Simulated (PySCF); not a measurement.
Species: C3H9As.
SMILES with atom numbers: `[CH3:1][As:2]([CH3:3])[CH3:4]` (hydrogens: H5, H6, H7 on C1; H8, H9, H10 on C3; H11, H12, H13 on C4)

Level of theory: PBE0-D3(BJ)/def2-SVP geometry optimisation, gas phase in PySCF.

**Question.** What internal coordinates does the optimisation give?

**Answer.** 
```
                  bond  length (bohr)   order
C1–As2, As2–C3, As2–C4          3.715  single
C1–H5 and 8 like bonds          2.079  single
```

Bonds in one row agree within 0.02 bohr and their mean is given. Orders are formal, as drawn. A selection of angles:
```
    angle  degrees
As2–C1–H5    111.6
As2–C1–H6    109.4
 H5–C1–H6    109.1
 H6–C1–H7    108.1
C1–As2–C3     97.0
```

All 3 As–C bonds measure 1.966 Å. As2 (arsenic bonded to 3 C) is pyramidal (angles 97.0°, 97.0° and 97.0°, sum 291.0°, 0.99 Å off the plane of its three neighbours).

Point group: C3v (tolerance 0.08 Å). Whether it is a minimum is left open (no frequencies).
